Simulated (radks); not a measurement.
Re7+, configuration [Xe] 4f14. Method: Dirac Kohn-Sham, PBE, spin-unpolarised, spherical densities, finite nucleus; Fermi nuclear charge, rms radius 5.3698 fm; computed with a radial shooting solver on a logarithmic mesh with Libxc functionals.

Radial electron density D(r) = 4 pi r^2 rho(r):

r (bohr),D(r) (e/bohr)
0.001151,10.33
0.001319,12.66
0.001523,15.63
0.001745,18.98
0.001999,22.94
0.00229,27.58
0.002624,32.94
0.003006,39.05
0.003444,45.92
0.003946,53.48
0.004521,61.61
0.005179,70.12
0.005981,79.19
0.006853,87.39
0.007851,94.76
0.008995,100.8
0.01031,104.9
0.01181,106.8
0.01353,106.4
0.0155,103.9
0.01775,100.3
0.02034,96.62
0.0233,94.60
0.02691,95.88
0.03083,101.3
0.03533,110.5
0.04047,121.6
0.04637,131.7
0.05312,137.2
0.06086,135.9
0.06973,127.9
0.07989,116.9
0.09153,108.4
0.1057,107.4
0.1211,114.3
0.1387,123.5
0.159,126.5
0.1821,117.4
0.2086,98.27
0.239,78.07
0.2739,66.79
0.3138,67.63
0.3595,74.77
0.4118,78.48
0.4756,72.31
0.5449,58.60
0.6243,43.21
0.7153,30.98
0.8195,23.13
0.9388,18.11
1.076,13.96
1.232,9.829
1.412,5.997
1.617,3.070
1.868,1.218
2.14,0.4042
2.452,0.1038
2.809,0.01982
3.218,0.002705
3.687,0.0002527

D(r) has 4 maxima, at r = 0.0123, 0.0553, 0.154, 0.409 bohr, and minima at 0.0241, 0.0999, 0.290 bohr, inside which lie 2.03, 11.10, 29.97 electrons.
